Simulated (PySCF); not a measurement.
PySCF 2.14 output of an unrestricted PBE calculation on a single atom or ion in aug-cc-pVTZ-PP with ECP28MDF (6s5p4d2f, 55 functions), with scalar relativity through the core potential:

```
SCF conv_tol = 1e-09
number electrons alpha = 14  beta = 12
    J. P. Perdew, K. Burke, and M. Ernzerhof.,  Phys. Rev. Lett. 77, 3865 (1996)
    J. P. Perdew, K. Burke, and M. Ernzerhof.,  Phys. Rev. Lett. 78, 1396 (1997)
    J. P. Perdew, K. Burke, and M. Ernzerhof.,  Phys. Rev. Lett. 77, 3865 (1996)
    J. P. Perdew, K. Burke, and M. Ernzerhof.,  Phys. Rev. Lett. 78, 1396 (1997)
cycle= 1 E= -329.024496227773  delta_E= -0.00883  |g|= 0.0264  |ddm|= 1.65
cycle= 2 E= -329.024901369961  delta_E= -0.000405  |g|= 0.00793  |ddm|= 0.13
cycle= 3 E= -329.024953532782  delta_E= -5.22e-05  |g|= 0.00427  |ddm|= 0.177
cycle= 4 E= -329.024960939571  delta_E= -7.41e-06  |g|= 0.000516  |ddm|= 0.0141
cycle= 5 E= -329.024962303984  delta_E= -1.36e-06  |g|= 8.99e-05  |ddm|= 0.0287
cycle= 6 E= -329.024962346404  delta_E= -4.24e-08  |g|= 1.29e-05  |ddm|= 0.00447
cycle= 7 E= -329.024962346513  delta_E= -1.1e-10  |g|= 5.82e-07  |ddm|= 0.000198
converged SCF energy = -329.024962346513  <S^2> = 2.0024079  2S+1 = 3.0016049
```

The run itself started from symmetry-adapted Hartree-Fock orbitals and held the occupation by maximum overlap, on a logarithmic radial grid, so the iterations belong to that start.

Problem. Which element, charge and spin multiplicity is this?

Solution. Xe (xenon, neutral), multiplicity 3; the state was [Kr] 4d10 5s2 5p5 6s1, high-spin 3P determinant (an excited configuration).

Energies and moments cover only the electrons outside the core potential. The outer electron is Rydberg-like, and this basis confines it to a smaller radius and binds it less than a complete one would.
